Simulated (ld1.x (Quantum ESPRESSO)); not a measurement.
## Before and after: TM potential for Cu (Z = 29)

ld1.x (Quantum ESPRESSO) 7.5 input, shortened:

```
&input
   title='Cu', zed=29., rel=2, dft='PBE', iswitch=3,
   config='[Ar] 3d10 4s0 4p0', rel_dist='average'
 /
 &inputp
   pseudotype=2, tm=.true., lloc=-2, rcloc=1.30,
   nlcc=.false.
 /
3
4S  1  0   0.00   0.00  1.90  1.90  0.0
3P  2  1   6.00   0.00  1.15  1.15  0.0
3D  3  2  10.00   0.00  1.25  1.25  0.0
 &test
   configts(1)='3p6 3d10 4s0 4p0'
 /
```

Open shells are filled in proportion to 2j + 1 (rel_dist='average').

Change: local potential all-electron potential smoothed inside 1.24 bohr (lloc = -2).

Cutoffs: the cutoffs (Ry, on a coarse ladder) from which the occupation-weighted sum of valence levels, in a spherical-Bessel basis at the reference potential, stays within 10 and 1 mRy of its value at 400 Ry; they do not see the model core or the augmentation charge, which bear on the density cutoff. Errors are all-electron minus pseudo energies relative to the spin-unpolarised reference configuration.

**Question.** How do hardness, ghosts and transferability respond?

**Answer.** The potential gets neither clearly harder nor softer (160 Ry and 300 Ry → 160 Ry and 300 Ry); of the 7 tests that both files solve, the error grows in 0 and shrinks in 3 by more than 15 % and 0.3 meV (median size 110.3 → 101.7 meV); neither file shows a bound ghost at the reference potential, the only one tested.

| quantity | base | changed |
| --- | --- | --- |
| cutoff, loose | 160 Ry | 160 Ry |
| cutoff, tight | 300 Ry | 300 Ry |
| bound ghosts | none | none |
| error for 3p6 3d10 4s1 4p0, meV [ΔE -8.15 eV] | -7.2 | -6.8 |
| error for 3p6 3d9 4s0 4p0, meV [ΔE 21.33 eV] | -23 | -19 |
| error for 3p6 3d8 4s0 4p0, meV [ΔE 60.35 eV] | -129 | -106 |
| error for 3p6 3d9 4s2 4p0, meV [ΔE -6.18 eV] | -110 | -102 |
| error for 3p6 3d10 4s0.5 4p0, meV [ΔE -4.99 eV] | -2.3 | -2.2 |
| error for 3p6 3d7 4s0 4p0, meV [ΔE 120.06 eV] | -334 | -272 |
| error for 3p5 3d10 4s1 4p0, meV [ΔE 71.41 eV] | -165 | -144 |
| s: phases at 2.04 bohr within 0.05 rad from the reference energy up to (Ry; the scan ends near 5) | 0.2 | -0.1 |
| p1/2: phases at 2.04 bohr within 0.05 rad from the reference energy up to (Ry; the scan ends near 5) | -0.3 | -0.1 |
| p3/2: phases at 2.04 bohr within 0.05 rad from the reference energy up to (Ry; the scan ends near 5) | -0.2 | -0.0 |
| d3/2: phases at 2.04 bohr within 0.05 rad from the reference energy up to (Ry; the scan ends near 5) | 1.6 | 1.6 |
| d5/2: phases at 2.04 bohr within 0.05 rad from the reference energy up to (Ry; the scan ends near 5) | 1.6 | 1.6 |

Changed file: These tests converged, but a pseudo level misses the all-electron one widely, so the file describes the atom poorly there or has found another state: 3p6 3d7 4s0 4p0: empty 4s by 7.5 eV (a node warning on the way).
